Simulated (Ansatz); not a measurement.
Computed with Ansatz on PBE0-D4/def2-TZVP structures; ΔE is electronic, products minus reactants. CCSD(T)/CBS adds triple-zeta CCSD(T) − MP2 to the extrapolated MP2 energy (def2 sets, frozen cores). DFT in def2-TZVPP. B3LYP here is the variant with VWN-RPA as its local correlation; programs differ in this. def2 core potentials past Kr. For Te outer-core shells are correlated without core-valence functions, which leaves a few kJ/mol of doubt a bond. Each species was taken in one conformer, which may not be the lowest.

Reaction (redistribution): `[SiH3]C[SiH2][TeH]` + `C[SiH](F)S` → `F[SiH]([SiH3])S` + `CC[SiH2][TeH]`

```json
{"level": "ωB97M-V", "ΔE (kJ/mol)": "73.5", "difference from CCSD(T)/CBS": "5.1"}
{"level": "PBE", "ΔE (kJ/mol)": "51.0", "difference from CCSD(T)/CBS": "-17.4"}
{"level": "B3LYP", "ΔE (kJ/mol)": "58.9", "difference from CCSD(T)/CBS": "-9.5"}
{"level": "HF/def2-TZVPP", "ΔE (kJ/mol)": "67.2", "difference from CCSD(T)/CBS": "-1.2"}
{"level": "CCSD/def2-TZVPP", "ΔE (kJ/mol)": "67.7", "difference from CCSD(T)/CBS": "-0.7"}
{"level": "CCSD(T)/def2-TZVPP", "ΔE (kJ/mol)": "67.6", "difference from CCSD(T)/CBS": "-0.8"}
{"level": "MP2/def2-QZVPP", "ΔE (kJ/mol)": "76.9", "difference from CCSD(T)/CBS": "8.5"}
{"level": "SCS-MP2/def2-QZVPP", "ΔE (kJ/mol)": "72.9", "difference from CCSD(T)/CBS": "4.5"}
{"level": "HF/CBS(def2)", "ΔE (kJ/mol)": "67.8", "difference from CCSD(T)/CBS": "-0.6"}
{"level": "CCSD/CBS(def2)", "ΔE (kJ/mol)": "68.5", "difference from CCSD(T)/CBS": "0.1"}
{"level": "CCSD(T)/CBS", "ΔE (kJ/mol)": "68.4", "difference from CCSD(T)/CBS": "0"}
```

Largest T1 diagnostic among the species: 0.013.

From PBE to PBE0 (25 % exact exchange), in def2-TZVPP and without D4, ΔE moves by +6.1 kJ/mol. The D4 term adds +3.7 kJ/mol with B3LYP and +1.9 kJ/mol with PBE0; it sums over pairs of atoms, weighted by their polarisabilities, and B3LYP, whose exchange is more repulsive, gets the larger term.
